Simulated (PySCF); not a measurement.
Name the molecule from its bond curve

A diatomic of charge 0 contains Pb. Its quartet curve at revPBE in a double-zeta basis (scalar-relativistic core potentials, PySCF), in eV from the separated fragments:

(R (Å), E (eV)): (2.280, -0.927), (2.386, -1.099), (2.492, -1.201), (2.571, -1.241), (2.651, -1.259), (2.731, -1.257), (2.837, -1.234), (2.969, -1.179), (3.128, -1.090), (3.340, -0.952)

The fit gives ωe = 324 cm⁻¹ and the rotational constant Bₑ = 0.3446 cm⁻¹.

Question: Which atom is the partner?

Answer: The minimum lies at 2.685 Å, so the reduced mass is 16.8576 u Å² cm⁻¹/(Bₑ·Re²) = 6.786 u. With Pb at 207.98 u the partner weighs about 7.0 u: Li. The molecule is LiPb.

Spin–orbit coupling is left out, which matters for elements this heavy, above all for dissociation energies. The state is the lowest determinant that a PBE0 search found; another state may lie lower at other levels.
